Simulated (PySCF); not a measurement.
Electron affinity of Au by level of theory

Au⁻ [Xe] 4f14 5d10 6s2 (1S) → Au [Xe] 4f14 5d10 6s1 (2S), as a difference of total energies. Calculation: PySCF 2.14, in def2-TZVPPD with the def2 core potential (60 electrons) (6s5p3d2f1g, 59 functions); scalar relativity through the core potential. Correlated levels: valence: 5s2 5p6 frozen. The calculations carry no spin-orbit coupling.

Question: Order these methods by the electron affinity they give, lowest first.
A. MP2 (valence)
B. UHF
C. CCSD (valence)
D. CCSD(T) (valence)

Answer: B (0.435 eV), C (1.810 eV), D (1.951 eV), A (2.013 eV).

Errors of the correlated levels include the incompleteness of this basis and the frozen core.

For comparison: 2.309 eV (measured; photodetachment measurements, as compiled on the Wikipedia data page of electron affinities).
